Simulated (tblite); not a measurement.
Compound: C4H4F3O2 (doublet state).
Numbering: `[CH3:1][C:2]([CH:3]=[O:4])[O:5][C:6]([F:7])([F:8])[F:9]` (hydrogens: H10, H11, H12 on C1; H13 on C3)
Bond orders are those of one Lewis drawing.

Computed with GFN2-xTB (tblite), gas phase: L-BFGS steps from a force-field or distance-geometry start until the largest atomic force falls under 0.01 eV/Å.

At the end of the run (lengths in Å): C6–F8 1.339, C6–F9 1.326, O5–C6 1.330, C2–C3 1.420, C2–O5 1.382, C1–H10 1.091, C1–C2 1.474, C3–C2–O5 124.7°, C2–O5–C6 122.4°, C1–C2–C3 122.1°, C1–C2–O5 113.2°, C1–C2–C3–O4 -1°, C1–C2–O5–C6 178°, C2–O5–C6–F7 -59°, H13–C3–C2–C1 179°, H10–C1–C2–C3 -119°.

**Question.** These geometries were met on the way; a selection of coordinates is given. Order them by energy above the end point, lowest first.
A. C6–F8 1.348, C6–F9 1.327, O5–C6 1.321, C2–C3 1.430, C2–O5 1.406, C1–H10 1.098, C1–C2 1.474, C3–C2–O5 120.0°, C2–O5–C6 126.6°, C1–C2–C3 122.6°, C1–C2–O5 114.5°, C1–C2–C3–O4 13°, C1–C2–O5–C6 -121°, C2–O5–C6–F7 -49°, H13–C3–C2–C1 -167°, H10–C1–C2–C3 -100°
B. C6–F8 1.341, C6–F9 1.303, O5–C6 1.268, C2–C3 1.431, C2–O5 1.425, C1–H10 1.072, C1–C2 1.485, C3–C2–O5 111.6°, C2–O5–C6 119.3°, C1–C2–C3 118.3°, C1–C2–O5 110.3°, C1–C2–C3–O4 23°, C1–C2–O5–C6 -129°, C2–O5–C6–F7 -56°, H13–C3–C2–C1 -146°, H10–C1–C2–C3 -116°
C. C6–F8 1.408, C6–F9 1.394, O5–C6 1.377, C2–C3 1.469, C2–O5 1.400, C1–H10 1.133, C1–C2 1.513, C3–C2–O5 105.3°, C2–O5–C6 112.1°, C1–C2–C3 113.1°, C1–C2–O5 105.4°, C1–C2–C3–O4 35°, C1–C2–O5–C6 -133°, C2–O5–C6–F7 -59°, H13–C3–C2–C1 -145°, H10–C1–C2–C3 -124°
D. C6–F8 1.342, C6–F9 1.326, O5–C6 1.330, C2–C3 1.423, C2–O5 1.388, C1–H10 1.097, C1–C2 1.472, C3–C2–O5 122.4°, C2–O5–C6 122.8°, C1–C2–C3 122.2°, C1–C2–O5 114.9°, C1–C2–C3–O4 3°, C1–C2–O5–C6 -122°, C2–O5–C6–F7 -45°, H13–C3–C2–C1 -175°, H10–C1–C2–C3 -93°
E. C6–F8 1.338, C6–F9 1.329, O5–C6 1.332, C2–C3 1.429, C2–O5 1.388, C1–H10 1.094, C1–C2 1.466, C3–C2–O5 117.6°, C2–O5–C6 120.1°, C1–C2–C3 121.1°, C1–C2–O5 110.9°, C1–C2–C3–O4 14°, C1–C2–O5–C6 -127°, C2–O5–C6–F7 -52°, H13–C3–C2–C1 -153°, H10–C1–C2–C3 -107°

**Answer.** D (0.152 eV), A (0.251 eV), E (0.417 eV), B (0.714 eV), C (1.409 eV).

| step | E above end (eV) | rms distance from the end, all atoms (Å) | largest force (eV/Å) | rms shift of all bonds from the end (Å) |
| --- | --- | --- | --- | --- |
| 20 | 0.152 | 0.747 | 0.180 | 0.004 |
| 9 | 0.251 | 0.773 | 0.431 | 0.009 |
| 5 | 0.417 | 0.780 | 0.932 | 0.007 |
| 2 | 0.714 | 0.785 | 2.760 | 0.024 |
| 0 | 1.409 | 0.808 | 3.468 | 0.041 |

Rows stand in the order of the answer.
